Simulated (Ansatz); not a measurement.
`O[SiH2][SnH2][OH]` + HBr → `[OH][SnH2][Br]` + `O[SiH3]`  (cleavage of the Sn–Si bond)

Program: Ansatz. Geometries: PBE0-D4/def2-TZVP. ΔE: electronic, gas phase. CBS: MP2 limit from def2 TZ/QZ plus the TZ coupled-cluster correction, frozen cores. DFT in def2-TZVPP. B3LYP here is the variant with VWN-RPA as its local correlation; programs differ in this. HSE06 is defined as in plane-wave codes. def2 core potentials past Kr. For Br, Sn outer-core shells are correlated without core-valence functions, which leaves a few kJ/mol of doubt a bond. Scalar relativity is left out up to krypton. Each species was taken in one conformer, which may not be the lowest.

`O[SiH2][SnH2][OH]`:

Z-matrix (Å, degrees):
```
Si
Sn 1 2.583
O 1 1.654 2 111.1
H 1 1.482 2 109.9 3 -116.5
H 1 1.492 2 109.4 3 123.5
O 2 1.978 1 108.8 3 65.7
H 2 1.705 1 115.8 3 -179.8
H 2 1.719 1 112.4 3 -52.6
H 3 0.958 1 117.8 2 67.2
H 6 0.960 2 112.8 1 -47.9
```

HBr:

Z-matrix (Å, degrees):
```
Br
H 1 1.420
```

`[OH][SnH2][Br]`:

```xyz
6

O    -0.443   -0.819    1.247
Sn   -0.135    0.035   -0.482
Br    0.953    2.218   -0.035
H     0.340   -0.855    1.802
H     0.966   -0.874   -1.409
H    -1.682    0.295   -1.122
```

`O[SiH3]`:

```xyz
6

O     0.314   -1.232   -0.161
Si   -0.248    0.308    0.007
H     1.245   -1.388   -0.005
H    -0.038    0.822    1.388
H    -1.697    0.247   -0.292
H     0.424    1.244   -0.936
```

Problem. Is it downhill or uphill in electronic energy at CCSD(T)/CBS, and by how much? (Best estimate.)

Solution. The calculation gave: Downhill: ΔE = -100.2 kJ/mol.

Problem. What do these levels give: B97M-V, B3LYP-D4, HSE06-D4, BHLYP-D4, ωB97X-V, revPBE, r2SCAN, MP2/def2-SVP, CCSD/def2-SVP, HF/def2-TZVPP, MP2/def2-TZVPP, CCSD/CBS(def2)? (An estimate is asked.)

Solution. Ansatz gave: B97M-V -98.8, B3LYP-D4 -95.9, HSE06-D4 -90.9, BHLYP-D4 -105.7, ωB97X-V -99.5, revPBE -87.2, r2SCAN -97.3, MP2/def2-SVP -109.0, CCSD/def2-SVP -101.8, HF/def2-TZVPP -125.2, MP2/def2-TZVPP -101.5, CCSD/CBS(def2) -102.5 kJ/mol.

Largest T1 diagnostic among the species: 0.014.

Leaving LDA and LC-ωPBE aside and taking each functional with its dispersion term where it has one, the values, not all of them listed here, spread over 22.3 kJ/mol, from BHLYP-D4 to PBE-D4. LDA lies +7.2 kJ/mol from PBE without D4. From r2SCAN to r2SCAN0 (25 % exact exchange), in def2-TZVPP and without D4, ΔE moves by −3.2 kJ/mol. The D4 term adds +3.2 kJ/mol with B3LYP and +2.1 kJ/mol with PBE0; it sums over pairs of atoms, weighted by their polarisabilities, and B3LYP, whose exchange is more repulsive, gets the larger term.
